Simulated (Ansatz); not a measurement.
`BCSC[SiH3]` and `BCS` differ in one atom or group.

Ansatz, PBE0-D4/def2-TZVP geometries, multiplicity 1. Each molecule was computed in one conformer, which needn't be the lowest.

```csv
property,`BCSC[SiH3]`
LUMO energy (PBE/def2-TZVPP) / eV,-2.63
HOMO energy (PBE0/def2-TZVPP) / eV,-6.32
size of the dipole moment (ωB97M-V/def2-TZVPP) / D,1.55
LUMO energy (B3LYP/def2-TZVPP) / eV,-1.81
HOMO–LUMO gap (PBE/def2-TZVPP) / eV,2.53
HOMO–LUMO gap (B3LYP/def2-TZVPP) / eV,4.29
```

Question: What does the change do to each property? (An estimate is asked.)

Answer: Computed: 
```csv
property,`BCS`,shift
LUMO energy (PBE/def2-TZVPP) / eV,-2.72,-0.09
HOMO energy (PBE0/def2-TZVPP) / eV,-6.81,-0.49
size of the dipole moment (ωB97M-V/def2-TZVPP) / D,1.25,-0.30
LUMO energy (B3LYP/def2-TZVPP) / eV,-1.92,-0.11
HOMO–LUMO gap (PBE/def2-TZVPP) / eV,2.85,0.32
HOMO–LUMO gap (B3LYP/def2-TZVPP) / eV,4.64,0.35
```

With PBE0 the HOMO falls by 0.49 eV and the LUMO falls by 0.10 eV, so the gap widens by about 0.39 eV. PBE moves the HOMO by -0.41 eV and ωB97M-V by -0.54 eV. Dipoles are sizes alone; their direction can turn.

B3LYP here is the variant with VWN-RPA as its local correlation; programs differ in this.
